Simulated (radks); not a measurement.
Effect of the nuclear size on neutral gallium, [Ar] 3d10 4s2 4p1. Calculated with a radial shooting solver on a logarithmic mesh with Libxc functionals: Dirac Kohn-Sham, exchange-only LDA, spin-unpolarised, spherical densities, finite nucleus; open shells are shared between the two j in proportion to 2j + 1; Fermi nuclear charge, rms radius 3.9973 fm. The rms radius is varied about that value; shifts are against it.

rms radius (fm),total energy shift (eV),density at nucleus (e/bohr^3),1s1/2 shift (meV),2s1/2 shift (meV),3p1/2 shift (meV)
3.2618,-0.0940,2.845e+04,-40.0,-3.85,0.056
3.8454,-0.0209,2.817e+04,-8.88,-0.856,0.012
3.9973,0,2.81e+04,0.000,0.000,0.000
4.1292,0.0188,2.805e+04,7.98,0.768,-0.011
4.9327,0.145,2.775e+04,61.8,5.95,-0.087

Slopes of the eigenvalues against <r^2> in GHz/fm^2, as finite differences over the two radii next to the reference (eigenvalue slopes, not the field-shift constants of lines): 1s1/2 1800, 2s1/2 173.
